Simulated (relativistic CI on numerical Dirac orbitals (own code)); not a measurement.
What each ingredient does to the levels of Os⁵³⁺

Base calculation: Dirac-Coulomb-Breit CI, orbitals from a KLI potential per configuration, QED by a radiative potential, unscaled Slater integrals.

Configuration list (outside the closed core [Ne]): 3s2 3p6 3d5, 3s2 3p5 3d6, 3s2 3p4 3d7, 3s 3p6 3d6, 3p6 3d7, 3s 3p5 3d7, 3s2 3p6 3d4 4s, 3s2 3p6 3d4 4p, 3s2 3p4 3d6 4s, 3s2 3p6 3d4 4d, 3s2 3p4 3d6 4p, 3s2 3p5 3d5 4s, 3s2 3p6 3d4 4f, 3s 3p5 3d6 4s, 3s2 3p5 3d5 4p, 3s 3p5 3d6 4p, 3p6 3d6 4s, 3s2 3p6 3d3 4s2, 3p6 3d6 4p, 3s2 3p6 3d3 4s 4p, 3s2 3p6 3d4 5s, 3p6 3d5 4s2. Levels of other configurations are missing.

The lowest level and the first level of each name with at least 55 % of one term (blank where a level has no safe partner in the second run):

```csv
Level,Base (eV),Shift (eV)
3s2 3p6 3d5 2D_5/2,0.000,0.000
3s2 3p6 3d5 2D_3/2,113.830,+1.438
3s2 3p6 3d5 4G_9/2,158.129,+5.112
3s2 3p6 3d5 2I_13/2,161.511,+7.184
3s2 3p6 3d5 4D_1/2,163.230,+3.125
3s2 3p6 3d5 2G_7/2,173.872,+5.085
3s2 3p6 3d5 4F_5/2,175.890,+3.423
3s2 3p6 3d5 2P_3/2,208.532,+3.220
3s2 3p5 3d6 4H°_13/2,476.445,+7.867
3s2 3p5 3d6 4I°_15/2,485.374,+8.952
```

At this charge energies of transitions that change n are usually good to better than 1 %, and those within a shell (Δn = 0) to a few per cent.

**Question.** One thing was changed in a second run, which moved the levels as shown. Which?
A. Breit term removed
B. QED terms removed
C. only the first 3 configurations
D. configuration mixing switched off
E. valence Slater integrals scaled by 0.9

**Answer.** A. Breit term removed. The Breit term mainly narrows fine-structure intervals, so removing it widens them.

LS names give the leading component of a level, which can be under half, so a name can repeat, a term be missing and a line seem to break the LS rules.
